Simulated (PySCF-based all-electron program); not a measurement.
The numbers below are computed, except where a source is named.
Rest lengths of diatomic molecules M–I in all-electron scalar-relativistic PBE near the basis limit (in-house program on PySCF, no spin–orbit coupling, lowest state found of the spin given), each from a Morse curve fitted to the bond forces. Singlets are spin-restricted; Koelling–Harmon or spin-free Dirac relativity. In part, a faulty basis table may shift these forces by a few meV per angstrom. In part, the full relativistic part was added along one bond alone. In part, the state lies near an instability.

```json
{"M": "B", "spin state": "singlet", "rest length (Å)": "?"}
{"M": "Na", "spin state": "singlet", "rest length (Å)": "?"}
{"M": "Al", "spin state": "singlet", "rest length (Å)": "2.57"}
{"M": "Cu", "spin state": "singlet", "rest length (Å)": "2.34"}
{"M": "I", "spin state": "singlet", "rest length (Å)": "2.68"}
{"M": "Lu", "spin state": "singlet", "rest length (Å)": "2.77"}
```

Question: Fill in the missing lengths.

Answer: B–I 2.15 Å; Na–I 2.72 Å.
